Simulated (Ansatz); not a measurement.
`[CH3][AlH][CH2][GeH3]` + `[OH][SnH2][Cl]` → `[CH3][AlH][SnH2][OH]` + `Cl[CH2][GeH3]`  (redistribution)

Gas-phase electronic energies from Ansatz, PBE0-D4/def2-TZVP geometries. CBS: MP2 limit from def2 TZ/QZ plus the TZ coupled-cluster correction, frozen cores. Functionals use def2-TZVPP. def2 core potentials past Kr. For Ge, Sn outer-core shells are correlated without core-valence functions, which leaves a few kJ/mol of doubt a bond. Scalar relativity is left out up to krypton. Each species was taken in one conformer, which may not be the lowest.

CCSD(T)/CBS gives +1.45 eV.

Question: Another level gave +1.54 eV. Which?
A. CCSD/def2-TZVPP
B. PBE/def2-TZVPP
C. PBE0-D4/def2-TZVPP
D. HF/def2-TZVPP

Answer: D. HF/def2-TZVPP 1.54, CCSD/def2-TZVPP 1.44, PBE 1.30, PBE0-D4 1.38 eV.

Largest T1 diagnostic among the species: 0.013.

From PBE to PBE0 (25 % exact exchange), in def2-TZVPP and without D4, ΔE moves by +0.07 eV. In def2-TZVPP, CCSD(T) changes the Hartree–Fock value by −0.10 eV (the triples alone add −0.00 eV) and MP2 by −0.04 eV.
